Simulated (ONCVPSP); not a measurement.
Plane-wave convergence, ONCV potential for carbon

carbon, optimised norm-conserving Vanderbilt (ONCV), made with ONCVPSP 4.0.1 (revPBE, scalar-relativistic). Core [He], reference 2s2 2p2. Waves: 2s: rc 0.95 bohr, ncon 4, nbas 7, qcut 8.1 1/bohr, 2 projectors, debl 4 Ha; 2p: rc 1.55 bohr, ncon 4, nbas 9, qcut 4.7 1/bohr, 2 projectors, debl 1.7 Ha; d scattering state at 0.07 Ha: rc 1.45 bohr, ncon 4, nbas 7, qcut 7 1/bohr, 2 projectors, debl 2.8 Ha. Local part: polynomial inside 0.60 bohr (lpopt 5, dvloc0 -1 Ha). Core correction: Teter function, fcfact 1.5, rcfact 1.5.

Question: For each optimised wave give the share of its norm inside rc, the residual kinetic energy above qcut (Ha) and the cutoffs (Ha) for errors of 10, 1, 0.1 and 0.01 mHa per electron.

Answer:

```json
{"wave": "2s", "norm inside rc": "0.174", "residual KE": "4.7e-05", "10 mHa": "13.2", "1 mHa": "20.3", "0.1 mHa": "26.8", "0.01 mHa": "122.9"}
{"wave": "s projector 2", "norm inside rc": "0.071", "residual KE": "3.8e-03", "10 mHa": "16.1", "1 mHa": "110.1", "0.1 mHa": "186.7", "0.01 mHa": "217.0"}
{"wave": "2p", "norm inside rc": "0.482", "residual KE": "8.5e-03", "10 mHa": "10.7", "1 mHa": "62.1", "0.1 mHa": "111.3", "0.01 mHa": "141.6"}
{"wave": "p projector 2", "norm inside rc": "0.105", "residual KE": "1.9e-02", "10 mHa": "12.4", "1 mHa": "25.1", "0.1 mHa": "56.0", "0.01 mHa": "116.0"}
{"wave": "d projector 1", "norm inside rc": "0.000", "residual KE": "1.1e-08", "10 mHa": "0.2", "1 mHa": "0.5", "0.1 mHa": "2.3", "0.01 mHa": "6.2"}
{"wave": "d projector 2", "norm inside rc": "0.230", "residual KE": "1.7e-04", "10 mHa": "12.4", "1 mHa": "20.1", "0.1 mHa": "25.8", "0.01 mHa": "50.2"}
```

The occupied waves need 62 Ha and 111 Ha for 1 and 0.1 mHa. Rows with under 1 % of the norm inside rc give no meaningful cutoff. Note: ghosts flagged at negative energy: d at -42.2 eV; no localised positive-energy state flagged. A true bound ghost makes a file unfit for plane-wave use. Its largest configuration-test error is +476 meV.
